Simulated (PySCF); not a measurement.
C₃H₈O₂Si, SMILES C1[Si@@H]([C@@H](C)O1)O.

The structure is a stationary point at B3LYP-D3(BJ)/def2-SVP. The structure was generated by enumeration; whether it is a known compound was not checked. One conformer was computed; it need not be the lowest.

Two levels are set side by side: PBE/def2-TZVP (PySCF) and r2SCAN/def2-TZVP (PySCF). Same geometry, gas phase. Differences are taken from unrounded values.

```tsv
quantity	r2SCAN	PBE	PBE minus r2SCAN
orbital gap (eV)	5.85	5.03	-0.82
highest occupied level (eV)	-5.85	-5.59	0.27
lowest empty level (eV)	0.00	-0.56	-0.56
dipole moment (D)	1.57	1.51	-0.05
mean polarisability (bohr³)	67.6	69.6	2.0
```

Rough cost on one machine, each run with all the roots and properties that it gave: r2SCAN against PBE about 3 times.
